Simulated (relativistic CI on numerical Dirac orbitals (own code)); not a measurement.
Radial Dirac CI calculation of C²⁺.

Command:

```sh
python run_levels.py task.json out
```

Input:

```
atom C  Z=6  charge=2  electrons=4
nucleus A=12  rms_radius_fm=2.4702
hamiltonian dirac-coulomb  breit=on  qed=on  c_scale=1
orbitals kli  potential=per-configuration
slater_scale 1
correlation none
mixing on
grid step=0.0125 r_max=12.45
scf mixing=0.4 start=green max_iterations=150 tolerance=2e-08 node_fill=0.05
configurations
  [He] 2s2
  [He] 2s 2p
end
```

Output:

```
SCF 1: [He] 2s2
 iter      energy (Ha)   residual   last orbital (Ha)
    1       -36.230847   5.73e-01     -2.10138
    2       -36.366597   3.15e-01     -1.89792
    3       -36.424236   4.11e-03     -1.68933
    4       -36.424260   3.04e-03     -1.69185
    5       -36.424275   6.06e-05     -1.68988
    6       -36.424274   5.12e-06     -1.68984
    7       -36.424274   9.63e-07     -1.68985
    8       -36.424274   8.97e-09     -1.68985
SCF 2: [He] 2s 2p
 iter      energy (Ha)   residual   last orbital (Ha)
    1       -35.931175   5.91e-01     -1.87506
    2       -36.109748   3.21e-01     -1.65400
    3       -36.180478   7.10e-03     -1.45595
    4       -36.180584   2.11e-03     -1.45012
    5       -36.180601   3.55e-05     -1.44749
    6       -36.180601   1.14e-05     -1.44752
    7       -36.180601   3.43e-07     -1.44754
    8       -36.180601   1.80e-08     -1.44754
orbital energies (Ha): 1s -11.7730  2s -1.6898
configuration averages (Ha): Dirac-Coulomb, Breit, QED
  2s2                            -36.424274    0.002698    0.001693
  2s 2p                          -36.180601    0.002667    0.001637
levels: no., configuration, term, J, E (cm-1), weight
   1 2s2                    1S   0                0.0  1.00
   2 2s 2p                  3P*  0            38227.2  1.00
   3 2s 2p                  3P*  1            38248.9  1.00
   4 2s 2p                  3P*  2            38302.2  1.00
   5 2s 2p                  1P*  1            99006.4  1.00
lowest total energy -36.419884 Ha
end: converged
```

Against the reference input this run has: end of the grid at 12.45 bohr. The reference run ends at -36.419884 Ha with Breit and QED terms. The change (end of the grid at 12.45 bohr) leaves the energy and the levels as they were.

With so few configurations and no correlation, terms lie too far apart (by 10 to 50 % or more near neutrality), their order can be wrong, and levels of other configurations are missing.
